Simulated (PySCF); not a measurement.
**Ni: excitation energy**

Ni [Ar] 3d8 4s2 (3F) → Ni [Ar] 3d8 4s1 5s1 (5F), as a difference of total energies. Computed with PySCF 2.14 in aug-cc-pVDZ-DK, with the spin-free X2C one-electron Hamiltonian (Gaussian nucleus). Correlated levels: valence: [Ar] frozen. The calculations carry no spin-orbit coupling.

```csv
method,excitation energy (eV)
UHF,4.647
MP2 (valence),5.734
SCS-MP2 (valence),5.883
CCSD (valence),5.829
CCSD(T) (valence),5.926
```

Q: How much does correlation contribute at CCSD(T) (valence)?

A: 5.926 − (4.647) = 1.279 eV, measured against UHF.

The promoted electron is Rydberg-like, and one or two diffuse shells describe it only roughly, which tends to raise the upper state.
